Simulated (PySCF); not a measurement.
HOS, SMILES O[S], multiplicity 2.

The structure is a stationary point at PBE0-D3(BJ)/def2-TZVPD.

Level of theory: PBE/def2-TZVPD (PySCF).

The molecule is in vacuum.

| Item | Result |
|---|---|
| total energy | -473.76214 hartree |
| point group | Cs |
| α spin, highest occupied and lowest empty level | -5.79 and -1.93 eV |
| β spin, highest occupied and lowest empty level | -5.52 and -4.65 eV |
| dipole moment | 1.72 D |
| quadrupole, principal values (traceless, Buckingham form, about the centre of nuclear charge) | -3.81, -0.71, 4.52 D·Å |
| mean static polarisability | 28.3 bohr³ (4.20 Å³) |
| polarisability, principal values | 23.7, 27.7, 33.6 bohr³ |
| ⟨S²⟩ | 0.753 (pure state 0.75) |
